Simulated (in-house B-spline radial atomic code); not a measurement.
A calculation on Hg: its settings, and results tabulated from the run. Method: Dirac-Hartree-Fock, average of configuration, Fermi nucleus of rms radius 5.4648 fm, inside a hard spherical wall at 8.95 bohr. Calculated with an all-electron radial atomic-structure program (B-spline basis).

Command:
```bash
python run_scf.py task.json out
```
Settings (nuclear radius in fm, mass in u):
```
Z                80
configuration    [Kr] 4d9 4f14 5s2 5p6 5d10 5f1 6s2
hamiltonian      dirac
method           hf
spin_polarised   False
nucleus          fermi
rms_radius       5.4648
atomic_mass      201.97064
speed_of_light   137.035999084
wall_radius      8.95
```

Output (hartree, bohr):
```
 radial grid: 64 intervals, B-splines of order 8, outer radius 8.95 bohr

 iter        energy (Eh)    residual
    1      -19634.043642    9.28e-01
    2      -19634.563865    9.68e-02
    3      -19634.888616    1.69e-02
    4      -19634.890888    7.48e-03
    5      -19634.891202    1.23e-03
    6      -19634.891231    3.15e-04
    7      -19634.891232    3.12e-05
    8      -19634.891232    8.31e-06
    9      -19634.891232    3.53e-06
   10      -19634.891232    3.68e-07

 total energy                    -19634.89123
 kinetic                           22630.9985
 electron-nucleus                 -49478.2915
 electron-electron                  7212.4018

 first-order corrections (not in the total)
   Gaunt                            25.3365
   retardation                      -2.6861
   frequency dependence             -0.4970
   self-energy                      19.0011
   Uehling                          -3.9099
   Wichmann-Kroll                    0.1739

 orbital      occ     eigenvalue          <r>       <r^2>       <1/r>       r_max    small
 1s1/2      2.000     -3075.3317    0.0165906 0.000380888     97.4977     0.01023  9.25e-02
 2s1/2      2.000      -551.3398    0.0692132  0.00573447     24.0279     0.05932  2.13e-02
 2p1/2      2.000      -527.9490    0.0569961   0.0040638     23.9398     0.04368  2.13e-02
 2p3/2      4.000      -456.2447     0.065626  0.00524542     19.4024     0.05113  1.89e-02
 3s1/2      2.000      -134.0910      0.17974   0.0371031     8.83276      0.1668  7.15e-03
 3p1/2      2.000      -123.6232      0.17035   0.0338872     8.73105      0.1558  7.08e-03
 3p3/2      4.000      -107.5193     0.186044    0.040212     7.55302      0.1707  6.39e-03
 3d3/2      4.000       -90.4225     0.162352   0.0309672     7.42661      0.1331  6.23e-03
 3d5/2      6.000       -87.0028     0.167154   0.0326985     7.15952      0.1373  6.04e-03
 4s1/2      2.000       -31.4464      0.39799    0.178784     3.73179      0.3757  2.42e-03
 4p1/2      2.000       -26.8952     0.400311    0.182306     3.62075      0.3741  2.32e-03
 4p3/2      4.000       -22.9330     0.432393    0.212434      3.2316      0.4039  2.08e-03
 4d3/2      3.600       -15.6001     0.441454    0.225881     3.02282      0.3971  1.87e-03
 4d5/2      5.400       -14.8497     0.452213    0.236843     2.93067      0.4065  1.81e-03
 4f5/2      6.000        -5.2266     0.468868    0.263102     2.58898      0.3631  1.45e-03
 4f7/2      8.000        -5.0622     0.474871    0.269807     2.55402      0.3676  1.42e-03
 5s1/2      2.000        -5.5915     0.901454    0.910745     1.51401      0.8265  6.08e-04
 5p1/2      2.000        -3.9950      0.96811     1.05799     1.39407      0.8695  5.29e-04
 5p3/2      4.000        -3.2651      1.05508     1.25754     1.25361      0.9419  4.54e-04
 5d3/2      4.000        -0.9838       1.3403     2.09626    0.989012       1.104  3.02e-04
 5d5/2      6.000        -0.8987      1.39279     2.26779    0.948714       1.139  2.80e-04
 5f5/2      0.429         0.1253      5.78087     35.0096    0.183753       6.007  8.58e-06
 5f7/2      0.571         0.1251      5.77717     34.9722    0.183948       6.004  8.60e-06
 6s1/2      2.000        -0.5000      2.51395     7.18018    0.508253       2.135  8.06e-05
```

Cost of the run: 1.5 s on 1 thread of Arm Neoverse V1 (shared host).

For the Dirac Hamiltonian the kinetic term is c α·p + (β - 1)c².
